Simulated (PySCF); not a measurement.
A calculated (M06-2X, PySCF 2.14, x2c-QZVPPall with one added diffuse shell each of s, p, d, f type, the spin-free X2C one-electron Hamiltonian (Gaussian nucleus)) atom or ion has these occupied shells.

```
shell  electrons  orbital energy (eV)  rms radius, mean of both spins (bohr)
 1s α          1             -27910.2                                 0.0341
 1s β          1             -27910.1                                 0.0341
 2s α          1              -4235.2                                  0.139
 2s β          1              -4235.2                                  0.139
 2p α          3              -3808.3                                  0.124
 2p β          3              -3808.2                                  0.124
 3s α          1              -835.27                                  0.373
 3s β          1              -835.23                                  0.373
 3p α          3              -694.45                                  0.373
 3p β          3              -694.40                                  0.373
 3d α          5              -472.71                                  0.352
 3d β          5              -472.67                                  0.352
 4s α          1              -150.15                                  0.906
 4s β          1              -150.05                                  0.906
 4p α          3              -107.02                                  0.987
 4p β          3              -106.91                                  0.987
 4d α          5              -43.061                                   1.26
 4d β          5              -42.984                                   1.26
 5p α          1              -19.002                                   3.02
```

Name the element and its charge.

In(2+) (indium, charge +2), in [Kr] 4d10 5p1, 2P determinant (an excited configuration).
